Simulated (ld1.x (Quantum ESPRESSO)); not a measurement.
**Scattering properties, ultrasoft potential for silver (Ag)**

```
Element                 : silver (Ag)
Generator               : ld1.x (Quantum ESPRESSO) 7.5
Type                    : ultrasoft
Functional              : LDA (PZ)
Relativity              : scalar-relativistic
Frozen core             : [Kr]
Valence charge          : 11
Reference configuration : 4d10 5s1 5p0
Partial waves           : 5s (bound): rcut 2.20, rcutus 2.85 bohr; 5s channel at 0.2 Ry: rcut 2.20, rcutus 2.85 bohr; 5p (bound, empty): rcut 3.10, rcutus 4.25 bohr; 5p channel at 2.15 Ry: rcut 3.10, rcutus 4.25 bohr; 4d (bound): rcut 1.35, rcutus 1.45 bohr; 4d channel at 1.65 Ry: rcut 1.35, rcutus 1.45 bohr; 4f channel at -0.05 Ry: rcut 3.25, rcutus 4.05 bohr
Local potential         : all-electron potential smoothed inside 2.80 bohr (lloc = -1)
Core correction         : none
Augmentation charge     : PSQ, radius 1.35 bohr
```

The phase is arctan(r·u′/u) with u = r·R(r), unwrapped; energies in Ry, scanned from -3 to 5 Ry. A pole is an energy at which the radial function vanishes at the test radius. The pseudo phase is shifted by a multiple of π to meet the all-electron one at the reference energy, and phase errors are pseudo minus all-electron; the curves can meet again beyond the range given. Levels narrower than the energy grid can be missing from the lists of poles.

```tsv
channel	radius (bohr)	reference energy (Ry)	poles, all-electron	poles, pseudo	unbroken range about the reference energy with phases within 0.05 rad	phase error 1 Ry above the reference energy (rad)
s	4.62	-0.35	-0.19, 1.95	-0.19, 1.93, 3.79	below 2.8	-0.001
p	4.62	-0.06	0.32, 2.57	0.32, 2.56, 4.70	below 1.1	-0.020
d	4.62	-0.56	-0.55, 1.22, 3.77	-0.55, 1.22, 3.78	the whole range	+0.001
f	4.62	-0.05	1.56, 3.33	1.78, 4.40	below 0.7	+0.083
```

Phases in the f channel:

```csv
E (Ry),all-electron,pseudo
-3.00,1.454,1.454
-2.76,1.450,1.449
-2.52,1.445,1.445
-2.28,1.439,1.439
-2.04,1.433,1.433
-1.80,1.426,1.426
-1.56,1.418,1.418
-1.32,1.408,1.408
-1.08,1.396,1.396
-0.84,1.381,1.381
-0.60,1.361,1.361
-0.36,1.334,1.334
-0.12,1.295,1.295
0.12,1.232,1.232
0.36,1.107,1.108
0.60,0.754,0.770
0.84,-0.489,-0.388
1.08,-1.248,-1.186
1.32,-1.463,-1.412
1.56,-1.572,-1.513
1.80,-1.662,-1.575
2.04,-1.788,-1.624
2.28,-2.220,-1.671
2.52,-4.145,-1.727
2.76,-4.528,-1.815
3.00,-4.635,-2.016
3.24,-4.694,-2.942
3.48,-4.742,-4.246
3.72,-4.793,-4.515
3.96,-4.870,-4.616
4.20,-5.068,-4.675
4.44,-6.571,-4.720
4.68,-7.566,-4.761
4.92,-7.716,-4.808
```
